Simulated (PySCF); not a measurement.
# Heteronuclear NMR

Geometry (Å), atoms numbered from 1 in this order:
```xyz
8

F    -0.1664    0.5131   -1.6671
C     0.4940    0.0776   -0.6044
F     1.4441    0.9488   -0.2960
F     1.0518   -1.0906   -0.8876
C    -0.4793   -0.0818    0.5902
F    -1.0555    1.0810    0.8581
F    -1.4150   -0.9718    0.2928
F     0.1868   -0.4930    1.6597
```

PySCF calculation with NMR shieldings at B97-2/pcSseg-2/GIAO and PBE0-D3(BJ)/def2-TZVP structure; one computed conformer, one averaged value for each set of equivalent atoms, relativity neglected, in vacuum.

What are the 19F shifts?

## Answers


```csv
atoms,environment,σ (ppm),δ (ppm)
F1/F3/F4/F6/F7/F8,fluorine of a CF3 group,273.5,-86.7
```

Shieldings were converted by a linear fit to measured shifts: 19F (scatter 4.2 ppm rms, 5.7 ppm with the 8 outliers that the fit left out vs CFCl3, solution or neat liquid, with a term for F on sp3 carbon). A few per cent of atoms miss by over 2 rms, more outside the fitted compound classes.

On a 500 MHz spectrometer 19F resonates near 470.5 MHz, so 1 ppm is 470.5 Hz.
